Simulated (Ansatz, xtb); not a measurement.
Stretching the Al1–H3 bond in AlFHI (SMILES [F][AlH][I]) (multiplicity 1 held, fragments rigid). Energies count from the point at 1.559 Å.
Geometry at that point (charge 0, multiplicity 1):
```json
[
 {"atom": "Al", "x (Å)": "-0.1596", "y (Å)": "-0.9343", "z (Å)": "-1.3185"},
 {"atom": "F", "x (Å)": "-1.7315", "y (Å)": "-1.3350", "z (Å)": "-1.6085"},
 {"atom": "H", "x (Å)": "0.9483", "y (Å)": "-1.4609", "z (Å)": "-2.2810"},
 {"atom": "I", "x (Å)": "0.3153", "y (Å)": "0.4834", "z (Å)": "0.6396"}
]
```

Restricted levels (R-, RO-) in cc, def2 and unpolarised 6-31G sets keep to the state of the molecule at rest. U- levels take the lowest unrestricted solution at each point, which mixes spins at long bonds. Active spaces are followed from a long bond inwards. Levels need not reach the same state.

Correlated levels freeze the cores. Filled d and f shells under p-block atoms count as core.

Codes used: Ansatz (a program for electronic structure) with Gaussian orbitals; xtb for the GFN methods. Values without a source in brackets are computed. In def2 rows elements past Kr take small-core potentials, without spin–orbit coupling. The GFN methods have no spin term and hold the electronic entropy of 300 K.

Energies in kcal/mol.

| R (Å) | GFN2-xTB | U-CCSD(T)/def2-SVP | R-CCSDT/def2-SVP | FIC-MRCISD+Q on CASSCF(2,2)/def2-SVP |
|---|---|---|---|---|
| 1.247 | 19.5 | 26.6 | 26.6 | 26.5 |
| 1.403 | 1.7 | 5.3 | 5.3 | 5.3 |
| 1.559 | 0.0 | 0.0 | 0.0 | 0.0 |
| 1.715 | 4.5 | 3.4 | 3.4 | 3.5 |
| 1.871 | 11.3 | 11.3 | 11.3 | 11.4 |
| 2.105 | 23.3 | 26.4 | 26.3 | 26.4 |
| 2.339 | 36.0 | 41.7 | 41.4 | 41.5 |
| 2.729 | 56.5 | 62.5 | 61.5 | 61.7 |
| 3.118 | 74.3 | 75.8 | 73.8 | 74.0 |
| 3.586 | 90.4 | 82.3 | 80.8 | 80.9 |
| 4.210 | 102.8 | 83.8 | 83.7 | 83.7 |
| 4.989 | 108.6 | 84.0 | 84.4 | 84.4 |

Doubts at one or more of the structures used: a spin-contaminated determinant (U-CCSD(T)/def2-SVP); T1 above 0.05 (U-CCSD(T)/def2-SVP, R-CCSDT/def2-SVP); a restricted determinant that unrestricted orbitals would lower (R-CCSDT/def2-SVP); other coupled-cluster roots lie near (R-CCSDT/def2-SVP).
